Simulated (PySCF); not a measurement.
C3H5, SMILES [CH2]C=C, multiplicity 2.

Geometry optimised at ωB97X-D3(BJ)/def2-TZVP. The isomer is the one that the SMILES or the coordinates give; other isomers of the formula were not compared.

Level of theory: TDA-PBE0/def2-SVPD in PySCF 2.14.0.

Vertical excitations. Gas-phase values at a fixed geometry.

```tsv
state	energy (eV)	λ (nm)	f	main pairs
root 1	4.11	302	0.005	α HOMO→LUMO 38 %, β HOMO→LUMO 61 %
root 2	5.65	219	0.000	α HOMO→LUMO+1 99 %
root 3	6.00	207	0.000	β HOMO−1→LUMO 97 %
root 4	6.29	197	0.476	α HOMO→LUMO 59 %, β HOMO→LUMO 34 %
root 5	6.32	196	0.024	α HOMO→LUMO+2 91 %, β HOMO−2→LUMO 7 %
root 6	6.38	194	0.000	α HOMO→LUMO+3 97 %
root 7	6.41	194	0.000	α HOMO→LUMO+2 7 %, β HOMO−2→LUMO 90 %
root 8	6.99	177	0.000	α HOMO−1→LUMO 43 %, β HOMO→LUMO+2 54 %
root 9	7.61	163	0.000	α HOMO→LUMO+4 96 %
root 10	7.75	160	0.001	β HOMO−3→LUMO 89 %
```
Unrestricted roots are not spin-pure.
